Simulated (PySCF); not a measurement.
Isomers C$_{13}$H$_{12}$:

A. SMILES C#C[C@@]1(C)C[C@@]12C=CC=C2C#CC
B. diphenylmethane (SMILES c1ccc(Cc2ccccc2)cc1)
C. SMILES C1(C)=C2C3=C(C=CC=C3C=C1)CC2

Spectrum 1. 13C{1H} NMR (computed): δ 150.6 (CH), 148.0 (CH), 136.4 (CH), 135.4 (C), 104.2 (C), 92.6 (C), 83.0 (C), 73.4 (CH), 51.9 (C), 32.1 (CH2), 27.9 (C), 21.3 (CH3), 6.0 (CH3).

Spectrum 2. 13C{1H} NMR (computed): δ 150.7 (C), 148.7 (C), 142.3 (C), 135.9 (CH), 133.7 (C), 133.0 (C), 132.6 (CH), 127.9 (CH), 127.5 (CH), 124.3 (CH), 33.1 (CH2), 32.0 (CH2), 20.9 (CH3).

Spectrum 3. 13C{1H} NMR (computed): δ 148.7 (C), 135.6 (CH), 133.9 (CH), 131.8 (CH), 45.3 (CH2).

Method: PBE0-D3(BJ)/def2-SVP structure, J: B3LYP/pcJ-1 (spin–dipole term left out of most H,H and C,H couplings), σ from GIAO-PBE0/pcSseg-1, in PySCF 2.14 (one computed conformer, non-relativistic, averaged over atoms made equivalent by symmetry, fast rotation or ring inversion, no solvent model).

δ = σ(ref) − σ, references computed at the same level: TMS for 13C (184.41 ppm). Shifts are as computed. Against solution values, carbons near 30 ppm lie about +2 ppm off and those near 130 ppm about +5 ppm. Of 1211 compounds with measured shifts, 218 miss one by over three times the rms of a fit or turn the order of signals round; such compounds aren't used in these exercises.

Match each spectrum to its structure.

## Answers

1–A, 2–C, 3–B.

- Spectrum 1 (A): 13 13C signals; δC 150.6 is an alkene CH; δC 148.0 is an alkene CH.
- Spectrum 2 (C): 13 13C signals; δC 135.9 is an aromatic CH; δC 132.6 is an aromatic CH.
- Spectrum 3 (B): 5 13C signals; δC 135.6 is an aromatic CH; δC 133.9 is an aromatic CH.
